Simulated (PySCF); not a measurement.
## NMR parameters from quadrupole coupling constants

Species: C5H6F2O2.
Atom-mapped SMILES: `[CH3:1][O:2]/[C:3]([CH3:4])=[C:5](/[F:6])[C:7](=[O:8])[F:9]` (hydrogens: H10, H11, H12 on C1; H13, H14, H15 on C4)

Cartesian coordinates in Å at the GFN2-xTB level; atoms count from 1:
```xyz
15
C5H6F2O2 angstrom
C     -2.0781   -0.4054    0.0105
O     -0.7476   -0.6222   -0.4121
C      0.2355    0.1358    0.0725
C     -0.0377    1.2230    1.0588
C      1.4995   -0.1178   -0.3656
F      2.5160    0.6435    0.1149
C      1.8590   -1.1468   -1.3141
O      1.1636   -1.9329   -1.8699
F      3.2040   -1.1516   -1.5517
H     -2.4251    0.5993   -0.2449
H     -2.1918   -0.5679    1.0857
H     -2.6711   -1.1406   -0.5301
H     -0.7236    1.9562    0.6354
H     -0.4940    0.8127    1.9592
H      0.8869    1.7227    1.3295
```

Computed at PBE0/pcSseg-1 (PySCF, non-relativistic):

```csv
atom,environment,nucleus,spin I,Q (b),CQ = χzz (MHz),η
O2,ether oxygen,17O,5/2,-0.0256,-11.577,0.459
O8,carbonyl oxygen,17O,5/2,-0.0256,9.029,0.237
```

**Question.** Give the quadrupolar product PQ = |CQ|√(1 + η²/3), the quadrupolar frequency νQ = 3|CQ|/[2I(2I − 1)] and the Larmor frequency ν0 = |g| × 7.62259 MHz/T × B at 9.4 T, with g(17O) = −0.75752.

**Answer.** 
| atom | PQ (MHz) | νQ (MHz) | ν0 (MHz) | νQ/ν0 |
| --- | --- | --- | --- | --- |
| O2 | 11.98 | 1.736 | 54.28 | 0.032 |
| O8 | 9.113 | 1.354 | 54.28 | 0.025 |

For O2: PQ = 11.58 × 1.0344, νQ = 11.58 × 0.1500, ν0 = 5.7742 MHz/T × 9.4 T.

**Question.** For half-integer spins with νQ below a tenth of ν0, find the second-order shift of the centre of gravity of the central transition at 9.4, 14.1 and 18.8 T.

**Answer.** From −(3/40)(PQ/ν0)²[I(I + 1) − 3/4]/[I(2I − 1)]², which goes as 1/B² (ppm):

```json
{"site": "17O at O2", "9.4 T": "-292", "14.1 T": "-130", "18.8 T": "-73"}
{"site": "17O at O8", "9.4 T": "-169", "14.1 T": "-75.2", "18.8 T": "-42.3"}
```

**Question.** In the extreme-narrowing limit, with isotropic tumbling and one correlation time, the quadrupolar linewidth goes as PQ². What relative widths follow for the 17O sites?

**Answer.** O2 1, O8 0.58, with O2 as 1.

**Question.** Quadrupolar 1/T1 and linewidth for τc = 8 ps (extreme narrowing, isotropic tumbling)?

**Answer.** Rate = (3π²/10) PQ² τc (2I + 3)/[I²(2I − 1)], the same for T1 and T2; width = rate/π.

```csv
site,spin factor (2I + 3)/[I²(2I − 1)],1/T1 (s⁻¹),T1 (ms),linewidth (Hz)
17O at O2,0.320,1090,0.92,346
17O at O8,0.320,630,1.59,200
```

One conformer (not necessarily the lowest) at the GFN2-xTB geometry, without solvent, vibrations or thermal averaging. GFN2-xTB bond lengths can be off by several hundredths of an ångström, more for odd bonds, and the gradients follow them. The small basis limits the accuracy of the gradients.
